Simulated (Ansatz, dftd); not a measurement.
Species: CH3Si, charge 0, doublet. CH3Si (SMILES C[Si], doublet).
B3LYP-D3(BJ)/def2-TZVP minimum from Ansatz (a quantum-chemistry and plane-wave program):
```
C
H 1 1.0932
H 1 1.0932 2 109.47
H 1 1.1026 2 106.58 3 -114.91
Si 1 1.8983 2 114.66 4 -114.60
```
Charge 0, spin multiplicity 2.

Quantity: atomisation energy (electronic, to ground-state atoms), in kcal/mol. Radicals and triplets start from unrestricted determinants; spin-orbit coupling is neglected. CBS(X,Y): correlation extrapolated as X^-3, Hartree-Fock from the larger set. A bracket is a step between two methods taken in the basis named. The functionals are non-relativistic, so their misses hold any scalar relativity. Double hybrids freeze cores in their MP2 part. '+ core + X2C': CCSD(T) terms for core correlation (cc-pwCVTZ, 1s frozen past Ne) and scalar relativity (cc-pVTZ-DK). Where a partner has so few electrons that a lower coupled-cluster level is exact, that level stands in. The UHF reference of CH3Si (C[Si], doublet) is spin-contaminated (<S^2> up to 0.04 over the pure value in the sets run).

Compared with CCSD(T)/CBS(cc-pV(T+d)Z,cc-pV(Q+d)Z) + [CCSDT(Q) - CCSD(T)]/cc-pV(T+d)Z + core + X2C (Ansatz): 379.3 kcal/mol.

Costs are rough ratios of core time, to one figure, on one kind of shared machine, summed over the single points of the molecules; atoms, geometries and frequencies are left out. The first row took roughly 20 core seconds; short runs hold start-up time.

```tsv
level	program	cost relative to the first row	difference (kcal/mol)
B2GP-PLYP-D4/def2-TZVPD	Ansatz + dftd4	1	-6.2
B2GP-PLYP/def2-TZVPD	Ansatz	1	-6.8
B3LYP/def2-TZVPD	Ansatz	1	-1.5
wB97M-V/def2-TZVPD	Ansatz	1	0.6
r2SCAN-D3(BJ)/def2-TZVPD	Ansatz + dftd3	1	-0.2
r2SCANh/def2-TZVPD	Ansatz	1	-2.0
```

The dearest row costs roughly 1 times the first. Costs within a factor of two don't rank. The table holds for this case alone.
